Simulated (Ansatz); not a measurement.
Reaction (redistribution): `B[Si](C)(N)O` + `C[SiH2]S[SiH3]` → `BS[SiH2]C` + `C[Si](N)(O)[SiH3]`

Calculated with Ansatz (gas phase, PBE0-D4/def2-TZVP geometries, no zero-point term in ΔE). CCSD(T)/CBS adds triple-zeta CCSD(T) − MP2 to the extrapolated MP2 energy (def2 sets, frozen cores). DFT in def2-TZVPP. B3LYP here is the variant with VWN-RPA as its local correlation; programs differ in this. One conformer a species, not always the lowest.

**Question.** Is it downhill or uphill in electronic energy at CCSD(T)/CBS, and by how much? (An estimate is asked.)

**Answer.** The calculation gave: Downhill: ΔE = -12.7 kcal/mol.

**Question.** What do these levels give: r2SCAN-D4, B3LYP-D4, ωB97M-V, B2PLYP, MP2/def2-TZVPP, HF/def2-QZVPP? (Best estimate.)

**Answer.** Ansatz gave: r2SCAN-D4 -14.4, B3LYP-D4 -13.6, ωB97M-V -12.6, B2PLYP -13.4, MP2/def2-TZVPP -12.8, HF/def2-QZVPP -9.5 kcal/mol.

Largest T1 diagnostic among the species: 0.013.

In def2-TZVPP, CCSD(T) changes the Hartree–Fock value by −3.8 kcal/mol (the triples alone add −0.8 kcal/mol) and MP2 by −3.2 kcal/mol. From PBE to PBE0 (25 % exact exchange), in def2-TZVPP and without D4, ΔE moves by +1.3 kcal/mol.
